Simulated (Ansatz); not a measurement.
Isolated molecules relaxed with PBE0-D4/def2-TZVP in Ansatz; ΔE leaves out vibrations. CBS: MP2 limit from def2 TZ/QZ plus the TZ coupled-cluster correction, frozen cores. Elements past krypton have def2 core potentials. For Sn outer-core shells are correlated without core-valence functions, which leaves a few kJ/mol of doubt a bond. Each species was taken in one conformer, which may not be the lowest.

`FC[S][SnH3]` + `C[SiH2]N` → `C[SiH2][NH][SnH3]` + `FCS`  (ligand exchange at the Sn–S bond)

`FC[S][SnH3]`:

```xyz
9

F     0.090   -1.604   -1.295
C     1.123   -0.821   -0.828
S     0.723    0.932   -0.837
Sn   -1.050    0.902    0.797
H     1.981   -0.949   -1.492
H     1.371   -1.165    0.179
H    -1.143    2.486    1.415
H    -2.520    0.444    0.072
H    -0.575   -0.225    1.987
```

`C[SiH2]N`:

Cartesian coordinates in Å:
```
C -0.757 -0.025 1.177
Si 0.609 -0.322 -0.068
N 0.401 0.399 -1.617
H -0.528 -0.524 2.123
H -1.712 -0.413 0.814
H -0.880 1.042 1.380
H 0.735 -1.789 -0.287
H 1.880 0.215 0.492
H -0.266 0.026 -2.272
H 0.518 1.391 -1.742
```

`C[SiH2][NH][SnH3]`:

```xyz
13

C     1.085   -1.149    0.826
Si   -0.690   -0.620    1.068
N    -1.173    0.327   -0.282
Sn    0.005    1.385   -1.542
H     1.206   -1.729   -0.092
H     1.406   -1.773    1.664
H     1.760   -0.289    0.784
H    -0.789    0.114    2.368
H    -1.574   -1.815    1.194
H    -2.151    0.560   -0.358
H    -1.059    2.333   -2.478
H     0.891    0.295   -2.512
H     1.082    2.361   -0.642
```

`FCS`:

```xyz
6

F     0.376    0.047   -1.481
C     0.323   -0.311   -0.155
S    -1.246    0.074    0.613
H     1.141    0.190    0.364
H     0.442   -1.394   -0.083
H    -1.036    1.393    0.741
```

| species | CCSD(T)/CBS(def2) energy (Eh) |
| --- | --- |
| `FC[S][SnH3]` | -752.64074 |
| `C[SiH2]N` | -386.08232 |
| `C[SiH2][NH][SnH3]` | -601.29570 |
| `FCS` | -537.40796 |

(1) Work out ΔE.

Largest T1 diagnostic among the species: 0.013.

## Answers

(1) ΔE = (-601.29570) + (-537.40796) − (-752.64074) − (-386.08232) = 0.01940 Eh = +50.9 kJ/mol.

In def2-TZVPP, CCSD(T) changes the Hartree–Fock value by −6.4 kJ/mol (the triples alone add −0.1 kJ/mol) and MP2 by −3.9 kJ/mol. The D4 term adds −4.0 kJ/mol with B3LYP and −2.3 kJ/mol with PBE0; it sums over pairs of atoms, weighted by their polarisabilities, and B3LYP, whose exchange is more repulsive, gets the larger term.

B3LYP here is the variant with VWN-RPA as its local correlation; programs differ in this.
